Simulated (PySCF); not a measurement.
All values below come from PBE-D3(BJ)/def2-TZVP // TPSS-D3(BJ)/def2-SVP (PySCF 2.14.0). Gas-phase values, no solvent. One relaxed conformer stands for a flexible species; it need not be the lowest. 

Reference species: [Zn(F)(OH)] (neutral, multiplicity 1).

```json
{
  "HOMO–LUMO gap": "4.66 eV",
  "LUMO": "-2.46 eV",
  "charge on the central atom (Mulliken)": "0.66 e"
}
```

Changed species: [Zn(OH)2] (2 of 2 F replaced by OH; the reference has 1 of 2 F replaced by OH).

Q: What does the change do to the HOMO–LUMO gap, LUMO and charge on the central atom (Mulliken)?

A: the HOMO–LUMO gap falls by 0.28 eV, to 4.38 eV; the LUMO rises by 0.38 eV, to -2.08 eV; the charge on the central atom (Mulliken) decreases by 0.16 e, to 0.50 e.
